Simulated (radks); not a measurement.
Results of a calculation; reference values are marked as such.
Question: The praseodymium ion Pr42+, configuration [Ne] 3s2 3p5 (the NIST ground configuration). Code: a radial shooting solver on a logarithmic mesh with Libxc functionals. Model: Dirac Kohn-Sham, exchange-only PBE, spin-unpolarised, spherical densities, finite nucleus; open shells fill j = l - 1/2 first; Fermi nuclear charge, rms radius 4.8919 fm.

Spin-orbit splittings of the eigenvalues, e(l+1/2) - e(l-1/2), with zeta = 2 splitting/(2l+1) and mean radii in bohr:

shell  occ.  splitting (eV)  zeta (eV)  <r> j=l-1/2  <r> j=l+1/2
2p        6               ?          ?      0.08507      0.09116
3p        5           121.8      81.20       0.2363       0.2457

Estimate the 2p splitting.

Answer: 492.0 eV (zeta = 328.0 eV).
